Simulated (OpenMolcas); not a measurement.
V3+ (d2) in a complex was computed by CASSCF with the d shell active (OpenMolcas, ANO-RCC-VDZP on the metal). Its lowest spin-free states, and all those of the highest spin:

```json
{"2S+1": "3", "Degeneracy": "1", "E (cm-1)": "0.0"}
{"2S+1": "3", "Degeneracy": "3", "E (cm-1)": "6498"}
{"2S+1": "3", "Degeneracy": "3", "E (cm-1)": "11115"}
{"2S+1": "1", "Degeneracy": "2", "E (cm-1)": "14056"}
{"2S+1": "1", "Degeneracy": "3", "E (cm-1)": "19843"}
{"2S+1": "3", "Degeneracy": "3", "E (cm-1)": "22163"}
{"2S+1": "1", "Degeneracy": "1", "E (cm-1)": "22302"}
{"2S+1": "1", "Degeneracy": "3", "E (cm-1)": "24266"}
{"2S+1": "1", "Degeneracy": "2", "E (cm-1)": "28027"}
{"2S+1": "1", "Degeneracy": "3", "E (cm-1)": "29268"}
{"2S+1": "1", "Degeneracy": "1", "E (cm-1)": "52461"}
```

Problem. Is the site octahedral, tetrahedral or cube-like, axial, or of lower symmetry?

Solution. The states with 2S+1 = 3 have orbital degeneracies 1, 3, 3, 3. Threefold states need a cubic site. For d2 at this spin an octahedron puts the threefold T1 below the threefold T2 and a tetrahedron or cube puts the single A2 below the threefold T2, so the site is a tetrahedron or a cube, which this pattern cannot tell apart. The first gap at this spin, 6500 cm-1, is |10Dq| in ligand-field theory. The run had V3+ with 4 ligands (oxide) in tetrahedral coordination (Td) at 1.89 Å. A charge of +1.25 e stands 3.2 Å behind each ligand. Ligand basis ANO-RCC-VDZP.

Without dynamic correlation the repulsion within the d shell is too large (B by tens of per cent), so at a given field states of lower spin stand too high. The oxide ions are held by bare point charges, a crude embedding. Ligand-to-metal charge-transfer states are missing. With no ligand orbital active B as a rule stays too high, so bands that hang on it stand too high and its fall with covalency is understated. With metal d orbitals alone and no dynamic correlation the field as a rule comes out too small, by tens of per cent, by up to half for chloride and softer ligands. No measured value stands beside these numbers; the geometry was imposed, not optimised, and the real ion may take another.
